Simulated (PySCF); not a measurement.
# Diatomics of Cl with the fourth-period p block

PBE0 with double-zeta basis sets in PySCF, for the lowest determinant that a PBE0 search found; no spin–orbit coupling. De refers to high-spin ground-configuration atoms. A positive dipole means M(−)Cl(+).

```
 M                   basis  state (unpaired electrons)  Re (Å)  ωe (cm⁻¹)  De (eV)  μ (D)
Ga  cc-pVDZ-PP/cc-pV(D+d)Z      singlet (closed shell)   2.246        356     4.73  -2.68
Ge  cc-pVDZ-PP/cc-pV(D+d)Z               doublet (π ↑)   2.197        399     4.01  -1.98
Se              x2c-SVPall               doublet (π ↑)   2.145        442     2.69  -0.84
Br  cc-pVDZ-PP/cc-pV(D+d)Z      singlet (closed shell)   2.152        445     2.24  -0.67
```

The shortest bond is that of SeCl (2.145 Å), the longest that of GaCl (2.246 Å). GaCl is bound most strongly (4.73 eV) and BrCl least (2.24 eV).

The rows differ in basis set, which adds steps of its own.

The state changes along the series, so neighbouring rows are not always alike in their bonding.

States were picked by a PBE0 search and need not be the measured ground states.
